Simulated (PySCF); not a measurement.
# Cd³⁴⁺: ionisation energy

Cd³⁴⁺ [Ne] 3s2 3p2 [3p1/2^2, M_J = 0] → Cd³⁵⁺ [Ne] 3s2 3p1 [3p1/2^1, M_J = 1/2], as a difference of total energies. Computed with PySCF 2.14 in an uncontracted even-tempered set (19 s from 6.2 bohr⁻², ratio 2.4; 14 p from 8.1 bohr⁻², ratio 2.4; 4 d from 29 bohr⁻², ratio 2.6; 4 f from 44 bohr⁻², ratio 2.6), with the two-component X2C-1e Hamiltonian. Correlated levels: 1s2 frozen; the 56 highest virtual spinors dropped. "Screened" scales the spin-orbit matrix elements by Boettger's factors to mimic the two-electron term; Breit and QED terms are absent.

```csv
method,ionisation energy (eV)
GHF (spin-free),2167.7
GMP2 (spin-free),2168.4
GHF (screened spin-orbit),2192.0
GMP2 (screened spin-orbit),2193.8
```

Breit and QED terms and the two-electron picture change are absent.

The spin-free rows relax to the high-spin LS determinant and lack the spin-orbit shift.

The labels give the starting determinants; with spin-orbit coupling the two ends relaxed to ⟨J²⟩ = 0.00, ⟨L²⟩ = 1.34, ⟨S²⟩ = 1.34 and ⟨J²⟩ = 0.75, ⟨L²⟩ = 2.01, ⟨S²⟩ = 0.76.

For comparison: 2195 ± 4 eV (semi-empirical (NIST evaluation); NIST Atomic Spectra Database, ionization energies).
